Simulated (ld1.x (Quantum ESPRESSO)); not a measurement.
Before and after: TM potential for tin (Sn)

tin (Sn), norm-conserving Troullier–Martins (Kleinman–Bylander form), made with ld1.x (Quantum ESPRESSO) 7.5 (PBEsol, scalar-relativistic). Core [Kr], reference 4d10 5s1.5 5p2.5. Waves: 5p (bound): rc 2.55 bohr; 4d (bound): rc 1.45 bohr; 5s (bound): rc 2.05 bohr. Local part: the s channel. Core correction: none.

Change: local potential the p channel.

Cutoffs: the cutoffs (Ry, on a coarse ladder) from which the occupation-weighted sum of valence levels, in a spherical-Bessel basis at the reference potential, stays within 10 and 1 mRy of its value at 400 Ry; they do not see the model core or the augmentation charge, which bear on the density cutoff. Errors are all-electron minus pseudo energies relative to the spin-unpolarised reference configuration.

Question: What does the change do?

Answer: The potential gets neither clearly harder nor softer (90 Ry and 140 Ry → 90 Ry and 140 Ry); of the 7 tests that both files solve, the error grows in 1 and shrinks in 2 by more than 15 % and 0.3 meV (median size 2.3 → 2.1 meV); the range in which the s phases agree narrows (upper end 2.2 → 1.1); neither file shows a bound ghost.

```csv
quantity,base,changed
"cutoff, loose",90 Ry,90 Ry
"cutoff, tight",140 Ry,140 Ry
bound ghosts,none,none
"error for 4d10 5s2 5p2, meV [ΔE -3.47 eV]",+0.4,+0.5
"error for 4d10 5s2 5p1, meV [ΔE 3.42 eV]",-2.3,-2.1
"error for 4d10 5s2 5p0, meV [ΔE 17.40 eV]",-8.9,-5.2
"error for 4d10 5s1 5p2, meV [ΔE 11.11 eV]",-0.2,+0.9
"error for 4d9 5s2 5p3, meV [ΔE 20.93 eV]",-320,-318
"error for 4d10 5s1 5p0, meV [ΔE 48.41 eV]",-7.2,+3.5
"error for 4d10 5s1 5p3, meV [ΔE 3.53 eV]",-0.4,-0.4
s: phases at 2.74 bohr within 0.05 rad from the reference energy up to (Ry; the scan ends near 5),2.2,1.1
p: phases at 2.74 bohr within 0.05 rad from the reference energy up to (Ry; the scan ends near 5),3.2,2.9
d: phases at 2.74 bohr within 0.05 rad from the reference energy up to (Ry; the scan ends near 5),0.2,0.0
```
